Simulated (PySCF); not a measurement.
Assigning NMR signals

Numbering as in the mapped SMILES `[CH2:1]=[CH:2][Si@@H:3]([O:4][SiH2:5][NH2:6])[N:7]([CH3:8])[CH3:9]`; H(Xn) means a hydrogen on atom n. Ha(C1) is cis to Si3; Ha(Si5) is pro-R; Hb(Si5) is pro-S; Hb(C1) is trans to Si3.

How the numbers were obtained: coordinates at the GFN2-xTB level, shieldings: GIAO PBE0/pcSseg-1, in PySCF 2.14 (gas phase, one averaged value for each set of equivalent atoms, single conformer, relativity neglected).

Referencing at the same level of theory: TMS for ¹³C (σref 186.93) and ¹H (σref 31.72).

Q: Assign these signals to the numbered atoms. ¹³C{¹H} NMR (computed): δ 145.5 (CH), 142.5 (CH2), 37.5 (CH3).

A: 
145.5 → C2, alkene CH: as expected for a trigonal carbon in a double bond
142.5 → C1, terminal =CH2 carbon: the olefinic region
37.5 → C8/C9, methyl carbon bonded to N: the inductive effect lowers its shielding

Q: Assign these signals to the numbered atoms. ¹H NMR (500 MHz, computed): δ 6.56 (m, 1H), 6.36 (m, 1H), 5.99 (m, 1H), 5.60 (d, 1H), 5.21 (d, 1H), 5.16 (d, 1H), 2.62 (s, 6H), 0.13 (br s, 2H).

A: 
6.56 → Hb(C1), hydrogen on a terminal =CH2 carbon: attached to an sp2 carbon and in the plane of the double bond
6.36 → H(C2), hydrogen on an alkene CH: attached to an sp2 carbon and in the plane of the double bond
5.99 → Ha(C1), hydrogen on a terminal =CH2 carbon: attached to an sp2 carbon and in the plane of the double bond
5.60 → Hb(Si5), hydrogen on a silicon bonded to N, O
5.21 → Ha(Si5), hydrogen on a silicon bonded to N, O
5.16 → H(Si3), hydrogen on a silicon bonded to C, N, O
2.62 → H(C8)/H(C9), hydrogen on a methyl carbon bonded to N: its carbon carries N, hence the downfield position
0.13 → H(N6), hydrogen on a nitrogen bonded to Si: exchangeable; this is the value without hydrogen bonding to other molecules

Ha(Si5) and H(Si3) lie closer than the usual error of such a calculation, so a measured spectrum could show them in the other order.

Exchangeable OH/NH protons stand at their gas-phase positions; hydrogen bonding in a real sample shifts them, mostly to higher δ. Shifts are as computed. Against solution values, carbons near 30 ppm lie about +3 ppm off and those near 130 ppm about +5 ppm. Of 1309 compounds with measured shifts, 239 miss one by over three times the rms of a fit or turn the order of signals round; such compounds aren't used in these exercises. No couplings were computed; multiplicities are counted from neighbouring protons, with m where these are inequivalent, close in shift, in a saturated or five-membered ring or joined by F or P, and br s for small geminal =CH2 splittings.
